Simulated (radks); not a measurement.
Q: Species: the titanium ion Ti3+. Configuration: [Ar] 3d1 (the NIST ground configuration). Method: Dirac Kohn-Sham, PW91, spin-unpolarised, spherical densities, finite nucleus; open shells fill j = l - 1/2 first; Fermi nuclear charge, rms radius 3.5921 fm; computed with a radial shooting solver on a logarithmic mesh with Libxc functionals. Some entries of the table are withheld. Estimate them.

orbital,occ.,eigenvalue (Ry),<r^2> (bohr^2),<1/r> (bohr^-1)
1s1/2,2,-360.3618,0.006513,21.80
2s1/2,2,-41.96765,(1),4.559
2p1/2,2,-35.44761,0.1025,4.492
2p3/2,4,-35.02305,0.1042,4.435
3s1/2,2,-6.98874,1.132,(2)
3p1/2,2,-5.25262,(3),1.304
3p3/2,4,-5.20162,(4),1.292
3d3/2,1,-2.56074,1.977,1.014
3d5/2,0,-2.55608,1.984,1.012
4s1/2,0,-1.96477,7.673,0.5080
4p1/2,0,(5),9.615,0.4534
4p3/2,0,(6),9.695,0.4512

A: 
(1) 2s1/2 <r^2> (bohr^2): 0.1248
(2) 3s1/2 <1/r> (bohr^-1): 1.419
(3) 3p1/2 <r^2> (bohr^2): 1.294
(4) 3p3/2 <r^2> (bohr^2): 1.312
(5) 4p1/2 eigenvalue (Ry): -1.56303
(6) 4p3/2 eigenvalue (Ry): -1.55541
